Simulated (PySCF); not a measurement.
Which element holds O most strongly?

PBE in PySCF with def2-TZVPPD on every atom (core potentials on Ru), for the lowest determinant that a PBE0 search found; no spin–orbit coupling. D0 is De less the harmonic zero-point energy.

```json
{"M": "Zn", "state (unpaired electrons)": "triplet (σ ↑, π ↑)", "Re (Å)": "1.884", "ωe (cm⁻¹)": "491", "D0(MO) (eV)": "1.61"}
{"M": "Ru", "state (unpaired electrons)": "quintet (σ ↑, π ↑↑, δ ↑)", "Re (Å)": "1.709", "ωe (cm⁻¹)": "890", "D0(MO) (eV)": "5.80"}
{"M": "B", "state (unpaired electrons)": "doublet (σ ↑)", "Re (Å)": "1.215", "ωe (cm⁻¹)": "1843", "D0(MO) (eV)": "8.85"}
{"M": "As", "state (unpaired electrons)": "doublet (π ↑)", "Re (Å)": "1.643", "ωe (cm⁻¹)": "955", "D0(MO) (eV)": "5.49"}
{"M": "Si", "state (unpaired electrons)": "singlet (closed shell)", "Re (Å)": "1.529", "ωe (cm⁻¹)": "1195", "D0(MO) (eV)": "8.43"}
{"M": "Al", "state (unpaired electrons)": "doublet (σ ↑)", "Re (Å)": "1.634", "ωe (cm⁻¹)": "956", "D0(MO) (eV)": "5.64"}
{"M": "Cu", "state (unpaired electrons)": "doublet (π ↑)", "Re (Å)": "1.719", "ωe (cm⁻¹)": "658", "D0(MO) (eV)": "3.28"}
```

Order the elements by D0 and give the energy of RuO + Si → SiO + Ru.

B > Si > Ru > Al > As > Cu > Zn; ΔE = 5.80 − 8.43 = -2.63 eV at PBE/def2-TZVPPD. Close neighbours can swap at other levels.

The metal atom is held in its measured ground configuration; semilocal functionals can put another filling of s and d lower by some tenths of an eV, and De to that atom would be smaller. Spin–orbit coupling is left out, which matters for elements this heavy, above all for dissociation energies. States were picked by a PBE0 search and need not be the measured ground states. The state is the lowest single determinant that the PBE0 search found; with open d or f shells the true ground state can be another one.
